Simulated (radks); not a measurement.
Results of a calculation; reference values are marked as such.
Fractional charge and spin in the 5s shell of xenon: the spin-up occupation runs from 0 to 1 and the spin-down occupation from 0 to 1; the fullest corner is Xe+, [Kr] 4d10 5p(up 2.5, down 2.5) 5s(up 1, down 1). Level of theory: scalar-relativistic Kohn-Sham, LDA (Slater exchange, Perdew-Wang correlation), spin-polarised, spherical densities, finite nucleus; Fermi nuclear charge, rms radius of each element as measured or else 0.836 A^(1/3) + 0.57 fm (a radial shooting solver on a logarithmic mesh with Libxc functionals). Energy (eV) minus the two flat planes that join the four corners (they meet along the diagonal where the two added fractions sum to one electron); zero is where a piecewise linear energy would lie.

down \ up,0,0.25,0.5,0.75,1
0,0.000,-1.067,-1.417,-1.058,0.000
0.25,-1.067,-1.367,-0.960,0.145,-0.999
0.5,-1.417,-0.960,0.193,-0.904,-1.325
0.75,-1.058,0.145,-0.904,-1.279,-0.988
1,0.000,-0.999,-1.325,-0.988,0.000

Corners above the fullest one (they belong to Xe2+ and the next ion): (up 1, down 0) 34.566 eV, (up 0, down 1) 34.566 eV, (up 0, down 0) 80.879 eV. With half an added electron in each spin the energy lies 0.193 eV from the planes, and with half an added electron in spin up alone -1.417 eV. The planes are only a guide here: the flat-plane condition holds for ground states with one frontier orbital, while this shell lies below other occupied shells, so the corners above the fullest one are inner-hole states and not the ground states of those ions.
